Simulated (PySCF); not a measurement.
Record of a relaxation.

Compound: AsBH5P.
SMILES with atom numbers: `[PH2:1][BH:2][AsH2:3]` (hydrogens: H4, H5 on P1; H6 on B2; H7, H8 on As3)

Method: PySCF, PBE0-D3(BJ)/def2-SVP geometry optimisation, gas phase; density fitting, grid level 1; the optimiser is geomeTRIC in internal coordinates, started from a GFN2-xTB structure. The frame can shift and turn from step to step; on so coarse a grid that alone can change the energy by a few meV, and forces under 0.02 eV/Å are noise.

Step 0: E = -70864.4635 eV, largest atomic force 0.995 eV/Å
```
atom  x, y, z in Å  |  force x, y, z in eV/Å
P1     -1.723    0.066    0.017   -0.179  -0.763   0.210
B2     -0.006   -0.121    0.700   -0.072  -0.174  -0.524
As3     1.420   -1.160   -0.239    0.089  -0.159   0.034
H4     -2.079    1.319    0.478   -0.315   0.789   0.518
H5     -1.483    0.461   -1.287    0.123   0.055  -0.926
H6      0.142    0.162    1.831    0.207   0.175   0.798
H7      2.509   -0.173    0.073    0.333   0.108   0.284
H8      1.230   -0.545   -1.598   -0.186  -0.032  -0.394
```

Step 1: E = -70864.5501 eV, largest atomic force 0.305 eV/Å
```
atom  x, y, z in Å  |  force x, y, z in eV/Å
P1     -1.734    0.105   -0.057   -0.020   0.267  -0.146
B2     -0.001   -0.074    0.630    0.056  -0.005   0.089
As3     1.460   -1.121   -0.271    0.068   0.215  -0.107
H4     -2.121    1.383    0.457    0.044  -0.196  -0.062
H5     -1.508    0.477   -1.420   -0.051  -0.069   0.193
H6      0.168    0.214    1.795   -0.011  -0.017  -0.070
H7      2.586   -0.165    0.117   -0.117  -0.114  -0.021
H8      1.284   -0.557   -1.681    0.031  -0.080   0.125
```

Step 2: E = -70864.5548 eV, largest atomic force 0.050 eV/Å
```
atom  x, y, z in Å  |  force x, y, z in eV/Å
P1     -1.735    0.109   -0.058    0.031   0.039  -0.008
B2      0.001   -0.067    0.626   -0.001  -0.023  -0.004
As3     1.461   -1.115   -0.275   -0.033   0.037   0.008
H4     -2.127    1.374    0.458   -0.007  -0.024  -0.001
H5     -1.523    0.477   -1.415   -0.013  -0.015   0.013
H6      0.170    0.216    1.789    0.000   0.001  -0.009
H7      2.584   -0.174    0.124    0.019  -0.006   0.013
H8      1.302   -0.560   -1.680    0.004  -0.009  -0.014
```

Step 3: E = -70864.5553 eV, largest atomic force 0.035 eV/Å
```
atom  x, y, z in Å  |  force x, y, z in eV/Å
P1     -1.735    0.110   -0.057    0.030  -0.013   0.014
B2      0.002   -0.064    0.623   -0.011  -0.007  -0.016
As3     1.461   -1.111   -0.275   -0.018   0.013   0.007
H4     -2.135    1.370    0.461   -0.010   0.006   0.006
H5     -1.534    0.476   -1.415   -0.004   0.000  -0.015
H6      0.170    0.219    1.785    0.001   0.003   0.005
H7      2.590   -0.180    0.131    0.009  -0.003   0.004
H8      1.313   -0.559   -1.683    0.003   0.001  -0.006
```

Step 4: E = -70864.5556 eV, largest atomic force 0.024 eV/Å
```
atom  x, y, z in Å  |  force x, y, z in eV/Å
P1     -1.734    0.108   -0.057    0.007  -0.017   0.015
B2      0.004   -0.058    0.621   -0.009  -0.001  -0.013
As3     1.460   -1.105   -0.277    0.004  -0.008   0.003
H4     -2.146    1.362    0.463   -0.007   0.009   0.002
H5     -1.543    0.471   -1.417    0.001   0.004  -0.010
H6      0.171    0.225    1.784    0.000   0.004   0.003
H7      2.597   -0.189    0.138    0.003   0.001  -0.002
H8      1.323   -0.552   -1.685    0.002   0.007   0.001
```

Question: Summarise the path.

Answer: The energy falls by 0.0921 eV from step 0 to step 4; nine tenths of that is first reached at step 1. It falls at every step. The largest force goes from 0.995 to 0.024 eV/Å. Among the bonds P1–H4 changes most, from 1.381 to 1.419 Å; the atoms move by 0.079 Å rms after alignment.

Question: Follow the three bonds and two angles with the largest change from start to end.

Answer: 
| step | E above end (eV) | largest force (eV/Å) | P1–H4 (Å) | P1–H5 (Å) | B2–H6 (Å) | H7–As3–H8 (°) | H4–P1–H5 (°) |
| --- | --- | --- | --- | --- | --- | --- | --- |
| 0 | 0.0921 | 0.995 | 1.381 | 1.384 | 1.176 | 90.6 | 95.7 |
| 1 | 0.0055 | 0.305 | 1.430 | 1.431 | 1.212 | 95.1 | 98.8 |
| 2 | 0.0008 | 0.050 | 1.421 | 1.421 | 1.209 | 95.4 | 99.1 |
| 3 | 0.0003 | 0.035 | 1.419 | 1.420 | 1.208 | 95.6 | 99.3 |
| 4 | 0.0000 | 0.024 | 1.419 | 1.420 | 1.208 | 95.8 | 99.4 |

The cost below is that of the whole optimisation. The run took 14 s wall on one thread of an Arm Neoverse V2, shared host with 96 logical CPUs at a one-minute load of 81, and the process peaked at 0.38 GiB of memory.
